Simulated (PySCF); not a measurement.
# Shapes and spin states of RuO₂⁻

All numbers come from PySCF, PBE0, basis Ru def2-SVPD with ECP28, O def2-SVPD (scalar-relativistic core potentials, no spin–orbit coupling, density fitting).

Relaxations began from a few typed shapes and spin states; open shells are unrestricted. The search is not exhaustive: other isomers or separated fragments can lie lower, and high-lying points may rest on an excited occupation.

(1) Which is the lowest minimum found?
A. doublet C2v: Ru–O 1.698 Å (×2); O–Ru–O 154.9°
B. quartet C2v: O–O 1.378 Å, Ru–O 1.948 Å (×2); O–O–Ru 69.3° (×2), O–Ru–O 41.4°
C. sextet D∞h: Ru–O 1.844 Å (×2); O–Ru–O 180.0°
D. sextet C2v: Ru–O 1.819 Å (×2); O–Ru–O 135.3°
E. quartet D∞h: Ru–O 1.777 Å (×2); O–Ru–O 180.0°
F. doublet D∞h: Ru–O 1.708 Å (×2); O–Ru–O 180.0°
G. quartet Cs: O–O 1.383 Å, Ru–O 1.873 Å, Ru–O 2.054 Å; O–O–Ru 62.5°, O–O–Ru 76.6°, O–Ru–O 40.9°
H. quartet C2v: Ru–O 1.734 Å (×2); O–Ru–O 129.0°

Answers

(1) A. The others lie at 4.4 (doublet D∞h, a saddle point), 50.8 (quartet C2v), 94.1 (quartet D∞h, a saddle point), 165.4 (sextet C2v), 208.2 (sextet D∞h, a saddle point), 392.0 (quartet Cs), 392.8 (quartet C2v, a saddle point) kJ/mol above it.

Formally Ru is in oxidation state +3, d5, with 1 unpaired electron (the high-spin count would be 5). The Mulliken spin on Ru is 1.13. The polar-tensor charge on Ru, 0.85, is far below the formal one.

For the lowest minimum: other spin states or occupations of the open shell can lie lower. The lowest empty level of this anion is unbound, so it and the gap depend on the basis.

The electron or spin density has lower symmetry than the nuclear frame for the quartet D∞h at 94.1 kJ/mol.
